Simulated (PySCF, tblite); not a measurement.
A set of runs on `[CH2+][CH][C@@H](Cl)COC` [radical]; the geometry of each is named by its level. Settings lines and outputs come from a driver script.

Compound: C5H9ClO (charge +1 and doublet state).
Atom-mapped SMILES: `[CH2+:1][CH:2][C@@H:3]([Cl:4])[CH2:5][O:6][CH3:7]` (hydrogens: H8, H9 on C1; H10 on C2; H11 on C3; H12, H13 on C5; H14, H15, H16 on C7)

Step 1: GFN2-xTB geometry optimisation, gas phase (tblite 0.8.0) (from a force-field or distance-geometry start)
```json
{"job": {"kind": "relax", "xc": "GFN2-xTB", "basis": "xTB"}, "charge": 1, "multiplicity": 2}
```
```
step      E/eV     max force
  0    -634.49013    6.649
  1    -635.19215    2.958
  2    -635.42492    2.128
...
143    -636.02761    0.019
144    -636.02767    0.013
145    -636.02769    0.012
146    -636.02771    0.011
147    -636.02773    0.010
```

Energy lowered by 35.5 kcal/mol over 147 steps; largest atomic force 0.010 eV/Å at the end. «max force» is the largest atomic force in eV/Å.

Step 2: GFN2-xTB harmonic vibrations, gas phase (tblite 0.8.0) (on the GFN2-xTB geometry)
```json
{"job": {"kind": "ir", "xc": "GFN2-xTB", "basis": "xTB"}, "charge": 1, "multiplicity": 2}
```
```
(table of modes left out)
```

42 modes from 63 to 3134 cm⁻¹ (unscaled, harmonic); zero-point energy 78.6 kcal/mol; all wavenumbers are real at this level.

Step 3: UKS B3LYP, pcH-1 on C Cl H O, non-relativistic, mean-field spin-orbit, GIAO (PySCF 2.14.0) (on the GFN2-xTB geometry)
```json
{"job": {"kind": "epr", "basis": "pcH-1"}, "charge": 1, "multiplicity": 2}
```
```
...
E = -731.02472361 Eh   <S^2> = 0.7567 (exact 0.7500)
g shifts (ppm)      1          2          3
  rmc          -226       -226       -226
  gc              5         48         23
  oz_so         236      11248      22339
  total          15      11072      22138
hyperfine (MHz)  atom isotope    a_iso     a_fc   dipolar eigenvalues
    0   13C      17.04      17.14    -23.24    -22.40     45.64
    1   13C      -8.63      -8.94    -10.14     -5.45     15.59
    2   13C       9.45       9.05    -15.70    -14.84     30.55
    3  35Cl       3.62       1.85    -18.43    -16.42     34.86
    4   13C      -7.43      -7.58    -11.89     -8.35     20.24
    5   17O     -32.43     -31.97   -111.62     55.09     56.52
    6   13C     -14.49     -14.57     -4.46     -0.86      5.32
    7    1H     -12.63     -12.62    -11.17     -2.52     13.69
    8    1H     -11.23     -11.22     -9.37     -3.39     12.76
    9    1H       4.52       4.45     -4.18     -2.32      6.50
   10    1H      59.81      59.78     -7.41     -1.72      9.13
   11    1H      33.01      32.99     -4.53     -1.85      6.38
   12    1H      28.13      28.10     -4.55     -1.50      6.05
   13    1H     112.52     112.51     -4.55     -2.14      6.70
   14    1H       9.74       9.72     -3.17     -1.44      4.61
...
```

⟨S²⟩ 0.757; g_iso 2.0134. rmc, gc and oz_so are the mass-correction, gauge-correction and orbital-Zeeman/spin–orbit parts of the g shift along its three principal axes; a_iso is the isotropic hyperfine coupling and a_fc its Fermi-contact part. The log counts atoms from 0, this text from 1.

Task: Which step took the most CPU time, and about what did each take on one thread of an Intel Xeon at 2.50 GHz, on a shared host?

Result: Step 3, about 97 % of the total. CPU time by step: 1: 3.2 s, 2: 1.6 s, 3: 2.8 min.

Geometry of the electronic-property runs (GFN2-xTB):
```
atom  x, y, z in Å
C1     2.8784   -0.0418    0.3764
C2     1.7660    0.3680   -0.2344
C3     0.4926   -0.3839   -0.2910
Cl4    0.6686   -2.1339   -0.1113
C5    -0.4890    0.1582    0.8661
O6    -1.7148   -0.4231    0.7993
C7    -2.6599    0.0785   -0.0996
H8     3.7911    0.5272    0.3212
H9     2.9168   -0.9596    0.9417
H10    1.7364    1.3351   -0.7217
H11   -0.0508   -0.2016   -1.2258
H12   -0.5178    1.2490    0.7401
H13   -0.0385   -0.1153    1.8238
H14   -2.5811   -0.4416   -1.0661
H15   -2.5609    1.1556   -0.2599
H16   -3.6448   -0.1619    0.3095
```

 (This holds for the electronic-property runs.)

One conformer stands for the species.
